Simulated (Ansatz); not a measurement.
System: sum formula BBrF, charge 0, multiplicity 2. It need not be the lowest isomer of its formula. 
Geometry from a B3LYP-D3(BJ)/def2-TZVP (Ansatz, an electronic-structure program) optimisation:
SMILES: F[B]Br
```xyz
3

B     -1.2476    -0.1514    -0.0288
F     -1.9131     0.9646    -0.0097
Br     0.6702    -0.2264     0.0066
```
Charge 0, spin multiplicity 2.

Total electronic energies in hartree. Valence correlation only, unless marked. Open shells are spin-unrestricted. Spin-orbit coupling is left out. The frozen core is the preceding noble-gas configuration, with the filled d and f shells of earlier blocks. No relativistic terms. CBS marks a two-point X^-3 extrapolation of the correlation energy; Hartree-Fock from the larger set. [CCSD(T)-MP2]/basis is that difference in the basis named.

```csv
level,program,energy (Eh)
PBE-D3(BJ)/def2-TZVPD,Ansatz + dftd3,-2698.39817
PBE0/STO-3G,Ansatz,___
PBE0/def2-TZVPD,Ansatz,-2698.48826
HSE06/def2-TZVPD,Ansatz,___
LC-wPBE-D4/def2-TZVPD,Ansatz + dftd4,___
CCSD/6-31G*,Ansatz,-2696.61486
CCSD(T)/6-31G*,Ansatz,-2696.62404
"RI-MP2/CBS(cc-pVTZ,cc-pVQZ)+[CCSD(T)-MP2]/cc-pVQZ",Ansatz,-2697.2725
"CCSD(T)/CBS(cc-pVTZ,cc-pVQZ)",Ansatz,-2697.2727
```

Problem. Some entries are withheld; supply them.

Solution. 
- PBE0/STO-3G, energy (Eh): -2668.61873
- HSE06/def2-TZVPD, energy (Eh): -2698.48724
- LC-wPBE-D4/def2-TZVPD, energy (Eh): -2698.48198
